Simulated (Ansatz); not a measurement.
Spin states of C4O4W (SMILES [O+]#[C-]->[W](<-[C-]#[O+])(<-[C-]#[O+])<-[C-]#[O+]), each relaxed at B3LYP-D3(BJ)/def2-TZVP; lowest solutions found, singlets restricted, no spin–orbit coupling, no relativity up to Kr.
Multiplicity 1 (charge 0, multiplicity 1):
```xyz
9

W     -0.83720    -0.00371    -0.12969
O      1.59374     1.33218    -1.49770
C      0.68356     0.83565    -0.98993
O      1.14522    -1.39977     1.79037
C      0.40177    -0.88068     1.07578
O     -0.51511    -2.47586    -2.14022
C     -0.67036    -1.59386    -1.42830
O     -0.95406     2.46620     1.90583
C     -0.95281     1.58598     1.17504
```
Multiplicity 3 (charge 0, multiplicity 3):
```tsv
atom	x (Å)	y (Å)	z (Å)
W	-0.4701	-0.0095	-0.0815
O	1.4048	1.6958	-1.9703
C	0.6240	1.1238	-1.3529
O	0.8625	-1.7533	2.1931
C	0.2640	-1.1648	1.4098
O	-0.5531	-2.4665	-2.1281
C	-0.4931	-1.5899	-1.3939
O	-0.9781	2.4554	1.8930
C	-0.7662	1.5751	1.1920
```

The values were computed with Ansatz (a quantum-chemistry and plane-wave program). Values without a source in brackets are computed. In def2 rows elements past Kr take small-core potentials, without spin–orbit coupling.

The energy of multiplicity 3 less that of multiplicity 1 (kcal/mol) and the share of exact exchange:

| functional | exact exchange (%) | value |
|---|---|---|
| PBE/def2-TZVPP | 0 | 26.47 |
| PBE0/def2-TZVPP | 25 | 24.72 |
| BLYP/def2-TZVPP | 0 | 23.76 |
| B3LYP/def2-TZVPP | 20 | 23.11 |
| BHLYP/def2-TZVPP | 50 | 20.93 |
| r2SCAN/def2-TZVPP | 0 | 24.57 |
| r2SCANh/def2-TZVPP | 10 | 23.96 |

Task: Take the value as linear in the share of exact exchange along PBE and PBE0. Give the slope, say whether the sign turns, and set the other functionals against that line.

Result: 
Slope: (24.72 − (26.47))/2.5 = -0.70 kcal/mol for each 10 %. The line keeps its sign from 0 to 100 %. At 50 % it gives 23.0 kcal/mol. The LYP pair gives (20.93 − (23.76))/5 = -0.57 for each 10 %. BHLYP, at 50 %, lies -2.1 from the PBE line. B3LYP, at 20 %, lies -2.0 from the PBE line. r2SCAN, with none, stands -1.9 from PBE. The r2SCAN pair gives -0.61 for 10 %.
